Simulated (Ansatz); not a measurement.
Ansatz (a program for electronic structure) input (B3LYP-D3(BJ)/def2-TZVP):

Ansatz 0.2 input:
```yaml
crystal:
  periodic: [false, false, false]
  atoms:
    - {symbol: C, position_ang: [-2.52454019, -0.05920595, -0.20181560]}
    - {symbol: C, position_ang: [-1.15478295, -0.42946273, -0.59459934]}
    - {symbol: C, position_ang: [-0.09117637, 0.21513222, 0.29883503]}
    - {symbol: C, position_ang: [1.32151429, -0.15328186, -0.14143009]}
    - {symbol: C, position_ang: [2.38263640, 0.44790575, 0.73220648]}
    - {symbol: O, position_ang: [2.19545590, 1.14928130, 1.68469700]}
    - {symbol: H, position_ang: [-3.34849933, -0.71589745, -0.39567007]}
    - {symbol: H, position_ang: [-2.72290239, 0.90568516, 0.22166121]}
    - {symbol: H, position_ang: [-1.04457020, -1.51885294, -0.58396026]}
    - {symbol: H, position_ang: [-0.96102613, -0.11278085, -1.63431045]}
    - {symbol: H, position_ang: [-0.23862429, -0.10681315, 1.33104378]}
    - {symbol: H, position_ang: [-0.20146992, 1.30041626, 0.27589940]}
    - {symbol: H, position_ang: [1.46177339, -1.23868612, -0.13127244]}
    - {symbol: H, position_ang: [1.50953602, 0.17852082, -1.16737258]}
    - {symbol: H, position_ang: [3.41195319, 0.17920874, 0.41422450]}
basis:
  gaussian:
    orbitals: def2-TZVP
hamiltonian:
  xc: b3lyp
  dispersion: d3bj
magnetization: {spin_polarized: true, initial_magnetization: 1}
relax: {f_tol: 0.002, max_steps: 150}
```

Output:

```
Functional definition: B3LYP
integrals: 0.16 GiB planned
1447 factors; their error is unknown
0.32 GiB of the device are held for the grids
1.29 GiB of device memory are held for the factors and their scratch space
mean field: 1.54 GiB planned
mean field evaluation 1: about -7366.9983 eV, gradient 5.4e1 eV
mean field evaluation 2: about -7355.1001 eV, gradient 7.5e1 eV
mean field evaluation 4: about -7379.9083 eV, gradient 6.0e0 eV
mean field evaluation 8: about -7380.0154 eV, gradient 4.7e-1 eV
mean field evaluation 16: about -7380.0161 eV, gradient 4.4e-4 eV
mean field -7380.01609832 eV, -271.2105892585 hartree, gradient 5.8e-5 eV, S^2 0.753907; 0 other end points of the search recorded, 0 dependent functions left out
the calculation of the forces begins
reference -7380.01640733 eV, -271.2106006145 hartree; 24, 23 occupied and 216, 217 virtual orbitals, 1447 factors
relax step   1: F+E_penalty+E_count = -7380.52376353 eV  Δ(F+E_penalty+E_count) = +0.000e0 eV  max|allowed force component| = 4.908e-1 eV/Å  Δτ_max = 0.0000 Å  (35 SCF iters, accepted)
these checks for a lower state are left out or cut short: starts, cluster_reference, orbital_swaps, neighbouring_geometries, increment
integrals: 0.16 GiB planned
1447 factors; their error is unknown
0.32 GiB of the device are held for the grids
1.29 GiB of device memory are held for the factors and their scratch space
mean field: 1.53 GiB planned
mean field -7380.04019290 eV, -271.2114747183 hartree, gradient 1.9e-5 eV, S^2 0.753954; 0 other end points of the search recorded, 0 dependent functions left out
the calculation of the forces begins
reference -7380.04050345 eV, -271.2114861306 hartree; 24, 23 occupied and 216, 217 virtual orbitals, 1447 factors
relax step   2: F+E_penalty+E_count = -7380.54412289 eV  Δ(F+E_penalty+E_count) = -2.036e-2 eV  max|allowed force component| = 1.988e-1 eV/Å  Δτ_max = 0.0427 Å  (36 SCF iters, accepted)
these checks for a lower state are left out or cut short: starts, cluster_reference, orbital_swaps, neighbouring_geometries, increment
integrals: 0.16 GiB planned
1447 factors; their error is unknown
0.32 GiB of the device are held for the grids
1.29 GiB of device memory are held for the factors and their scratch space
mean field: 1.53 GiB planned
mean field evaluation 32: about -7380.0421 eV, gradient 1.7e-5 eV
mean field -7380.04208765 eV, -271.2115443490 hartree, gradient 1.7e-5 eV, S^2 0.753969; 0 other end points of the search recorded, 0 dependent functions left out
the calculation of the forces begins
reference -7380.04239795 eV, -271.2115557522 hartree; 24, 23 occupied and 216, 217 virtual orbitals, 1447 factors
relax step   3: F+E_penalty+E_count = -7380.54625055 eV  Δ(F+E_penalty+E_count) = -2.128e-3 eV  max|allowed force component| = 5.219e-2 eV/Å  Δτ_max = 0.0155 Å  (37 SCF iters, accepted)
these checks for a lower state are left out or cut short: starts, cluster_reference, orbital_swaps, neighbouring_geometries, increment
integrals: 0.16 GiB planned
1447 factors; their error is unknown
0.32 GiB of the device are held for the grids
1.29 GiB of device memory are held for the factors and their scratch space
mean field: 1.53 GiB planned
mean field -7380.04209331 eV, -271.2115445569 hartree, gradient 1.9e-5 eV, S^2 0.753964; 0 other end points of the search recorded, 0 dependent functions left out
the calculation of the forces begins
reference -7380.04240275 eV, -271.2115559285 hartree; 24, 23 occupied and 216, 217 virtual orbitals, 1447 factors
relax step   4: F+E_penalty+E_count = -7380.54648597 eV  Δ(F+E_penalty+E_count) = -2.354e-4 eV  max|allowed force component| = 7.572e-2 eV/Å  Δτ_max = 0.0339 Å  (36 SCF iters, accepted)
these checks for a lower state are left out or cut short: starts, cluster_reference, orbital_swaps, neighbouring_geometries, increment
integrals: 0.16 GiB planned
1447 factors; their error is unknown
[...]
1.29 GiB of device memory are held for the factors and their scratch space
mean field: 1.53 GiB planned
mean field -7380.04290539 eV, -271.2115744005 hartree, gradient 1.6e-5 eV, S^2 0.753975; 0 other end points of the search recorded, 0 dependent functions left out
the calculation of the forces begins
reference -7380.04321441 eV, -271.2115857565 hartree; 24, 23 occupied and 216, 217 virtual orbitals, 1447 factors
relax step   9: F+E_penalty+E_count = -7380.54742309 eV  Δ(F+E_penalty+E_count) = -7.474e-5 eV  max|allowed force component| = 2.065e-2 eV/Å  Δτ_max = 0.0049 Å  (37 SCF iters, accepted)
these checks for a lower state are left out or cut short: starts, cluster_reference, orbital_swaps, neighbouring_geometries, increment
integrals: 0.16 GiB planned
1447 factors; their error is unknown
0.32 GiB of the device are held for the grids
1.29 GiB of device memory are held for the factors and their scratch space
mean field: 1.53 GiB planned
mean field -7380.04268813 eV, -271.2115664163 hartree, gradient 1.7e-5 eV, S^2 0.753964; 0 other end points of the search recorded, 0 dependent functions left out
the calculation of the forces begins
reference -7380.04299703 eV, -271.2115777681 hartree; 24, 23 occupied and 216, 217 virtual orbitals, 1447 factors
relax step  10: F+E_penalty+E_count = -7380.54715363 eV  Δ(F+E_penalty+E_count) = +2.695e-4 eV  max|allowed force component| = 6.376e-2 eV/Å  Δτ_max = 0.0213 Å  (37 SCF iters, rejected (line search))
these checks for a lower state are left out or cut short: starts, cluster_reference, orbital_swaps, neighbouring_geometries, increment
integrals: 0.16 GiB planned
1447 factors; their error is unknown
0.32 GiB of the device are held for the grids
1.29 GiB of device memory are held for the factors and their scratch space
mean field: 1.53 GiB planned
mean field -7380.04296319 eV, -271.2115765245 hartree, gradient 1.7e-5 eV, S^2 0.753973; 0 other end points of the search recorded, 0 dependent functions left out
the calculation of the forces begins
reference -7380.04327215 eV, -271.2115878785 hartree; 24, 23 occupied and 216, 217 virtual orbitals, 1447 factors
relax step  11: F+E_penalty+E_count = -7380.54749379 eV  Δ(F+E_penalty+E_count) = -7.071e-5 eV  max|allowed force component| = 8.149e-3 eV/Å  Δτ_max = 0.0107 Å  (37 SCF iters, accepted)
these checks for a lower state are left out or cut short: starts, cluster_reference, orbital_swaps, neighbouring_geometries, increment
integrals: 0.16 GiB planned
1447 factors; their error is unknown
0.32 GiB of the device are held for the grids
1.29 GiB of device memory are held for the factors and their scratch space
mean field: 1.53 GiB planned
mean field evaluation 96: about -7380.0430 eV, gradient 1.8e-5 eV
mean field -7380.04300193 eV, -271.2115779480 hartree, gradient 1.8e-5 eV, S^2 0.753977; 0 other end points of the search recorded, 0 dependent functions left out
the calculation of the forces begins
reference -7380.04331080 eV, -271.2115892989 hartree; 24, 23 occupied and 216, 217 virtual orbitals, 1447 factors
relax step  12: F+E_penalty+E_count = -7380.54755882 eV  Δ(F+E_penalty+E_count) = -6.502e-5 eV  max|allowed force component| = 1.649e-2 eV/Å  Δτ_max = 0.0332 Å  (37 SCF iters, accepted)
these checks for a lower state are left out or cut short: starts, cluster_reference, orbital_swaps, neighbouring_geometries, increment
integrals: 0.16 GiB planned
1447 factors; their error is unknown
0.32 GiB of the device are held for the grids
1.29 GiB of device memory are held for the factors and their scratch space
mean field: 1.53 GiB planned
mean field -7380.04263981 eV, -271.2115646404 hartree, gradient 2.0e-5 eV, S^2 0.753982; 0 other end points of the search recorded, 0 dependent functions left out
the calculation of the forces begins
reference -7380.04294859 eV, -271.2115759878 hartree; 24, 23 occupied and 216, 217 virtual orbitals, 1447 factors
relax step  13: F+E_penalty+E_count = -7380.54718220 eV  Δ(F+E_penalty+E_count) = +3.766e-4 eV  max|allowed force component| = 8.414e-2 eV/Å  Δτ_max = 0.0449 Å  (37 SCF iters, rejected (line search))
these checks for a lower state are left out or cut short: starts, cluster_reference, orbital_swaps, neighbouring_geometries, increment
integrals: 0.16 GiB planned
1447 factors; their error is unknown
0.32 GiB of the device are held for the grids
1.29 GiB of device memory are held for the factors and their scratch space
mean field: 1.53 GiB planned
mean field -7380.04301927 eV, -271.2115785852 hartree, gradient 1.7e-5 eV, S^2 0.753976; 0 other end points of the search recorded, 0 dependent functions left out
the calculation of the forces begins
reference -7380.04332812 eV, -271.2115899353 hartree; 24, 23 occupied and 216, 217 virtual orbitals, 1447 factors
relax step  14: F+E_penalty+E_count = -7380.54758363 eV  Δ(F+E_penalty+E_count) = -2.482e-5 eV  max|allowed force component| = 6.840e-3 eV/Å  Δτ_max = 0.0097 Å  (37 SCF iters, accepted)
these checks for a lower state are left out or cut short: starts, cluster_reference, orbital_swaps, neighbouring_geometries, increment
integrals: 0.16 GiB planned
1447 factors; their error is unknown
0.32 GiB of the device are held for the grids
1.29 GiB of device memory are held for the factors and their scratch space
mean field: 1.53 GiB planned
mean field -7380.04301629 eV, -271.2115784760 hartree, gradient 1.7e-5 eV, S^2 0.753975; 0 other end points of the search recorded, 0 dependent functions left out
the calculation of the forces begins
reference -7380.04332513 eV, -271.2115898256 hartree; 24, 23 occupied and 216, 217 virtual orbitals, 1447 factors
relax step  15: F+E_penalty+E_count = -7380.54758647 eV  Δ(F+E_penalty+E_count) = -2.833e-6 eV  max|allowed force component| = 4.458e-3 eV/Å  Δτ_max = 0.0036 Å  (38 SCF iters, accepted)
these checks for a lower state are left out or cut short: starts, cluster_reference, orbital_swaps, neighbouring_geometries, increment
integrals: 0.16 GiB planned
1447 factors; their error is unknown
0.32 GiB of the device are held for the grids
1.29 GiB of device memory are held for the factors and their scratch space
mean field: 1.53 GiB planned
mean field -7380.04301012 eV, -271.2115782492 hartree, gradient 1.7e-5 eV, S^2 0.753976; 0 other end points of the search recorded, 0 dependent functions left out
the calculation of the forces begins
reference -7380.04331894 eV, -271.2115895981 hartree; 24, 23 occupied and 216, 217 virtual orbitals, 1447 factors
relax step  16: F+E_penalty+E_count = -7380.54758924 eV  Δ(F+E_penalty+E_count) = -2.775e-6 eV  max|allowed force component| = 2.540e-3 eV/Å  Δτ_max = 0.0048 Å  (36 SCF iters, accepted)
these checks for a lower state are left out or cut short: starts, cluster_reference, orbital_swaps, neighbouring_geometries, increment
integrals: 0.16 GiB planned
1447 factors; their error is unknown
0.32 GiB of the device are held for the grids
1.29 GiB of device memory are held for the factors and their scratch space
mean field: 1.53 GiB planned
mean field evaluation 128: about -7380.0430 eV, gradient 5.3e-4 eV
mean field -7380.04300801 eV, -271.2115781714 hartree, gradient 1.7e-5 eV, S^2 0.753976; 0 other end points of the search recorded, 0 dependent functions left out
the calculation of the forces begins
reference -7380.04331682 eV, -271.2115895200 hartree; 24, 23 occupied and 216, 217 virtual orbitals, 1447 factors
relax step  17: F+E_penalty+E_count = -7380.54759009 eV  Δ(F+E_penalty+E_count) = -8.470e-7 eV  max|allowed force component| = 1.384e-3 eV/Å  Δτ_max = 0.0018 Å  (38 SCF iters, accepted)
integrals: 0.16 GiB planned
1447 factors; their error is unknown
0.32 GiB of the device are held for the grids
1.29 GiB of device memory are held for the factors and their scratch space
mean field: 1.53 GiB planned
mean field -7380.04300801 eV, -271.2115781714 hartree, gradient 1.6e-5 eV, S^2 0.753976; 1 other end points of the search recorded, 0 dependent functions left out
the calculation of the forces begins
reference -7380.04331682 eV, -271.2115895200 hartree; 24, 23 occupied and 216, 217 virtual orbitals, 1447 factors
Total energy: -7380.54789890 eV, -271.2301325695 hartree
Atom 0 at    -2.547214    -0.068149    -0.203313 Å, force    -0.000046    -0.000908    -0.000737 eV/Å
Atom 1 at    -1.159400    -0.429378    -0.584868 Å, force    -0.000959     0.000522    -0.000513 eV/Å
Atom 2 at    -0.093100     0.211433     0.304434 Å, force     0.000364     0.000596     0.000401 eV/Å
Atom 3 at     1.320619    -0.155034    -0.119482 Å, force    -0.000396    -0.001384     0.000723 eV/Å
Atom 4 at     2.411512     0.460334     0.712854 Å, force     0.000472     0.001318    -0.000461 eV/Å
Atom 5 at     2.235124     1.199189     1.646486 Å, force    -0.000347    -0.000177    -0.000073 eV/Å
Atom 6 at    -3.390458    -0.634501    -0.573622 Å, force     0.000815     0.000655     0.000268 eV/Å
Atom 7 at    -2.749345     0.831299     0.362737 Å, force    -0.000609     0.000751     0.000600 eV/Å
Atom 8 at    -1.043384    -1.520717    -0.578749 Å, force     0.000161    -0.000746     0.000089 eV/Å
Atom 9 at    -0.970034    -0.136420    -1.631819 Å, force     0.000130    -0.000546    -0.000200 eV/Å
Atom 10 at    -0.249380    -0.088772     1.342676 Å, force    -0.000211    -0.000243     0.000253 eV/Å
Atom 11 at    -0.204375     1.298232     0.287152 Å, force     0.000080    -0.000172     0.000123 eV/Å
Atom 12 at     1.477480    -1.241761    -0.098501 Å, force    -0.000293     0.000024    -0.000491 eV/Å
Atom 13 at     1.514534     0.132153    -1.161736 Å, force     0.000529     0.000594     0.000064 eV/Å
Atom 14 at     3.442698     0.183261     0.403889 Å, force     0.000310    -0.000284    -0.000047 eV/Å
Dipole moment:    -0.016714    -0.346126    -0.466778 e Å
```

It need not be the lowest isomer of its formula.
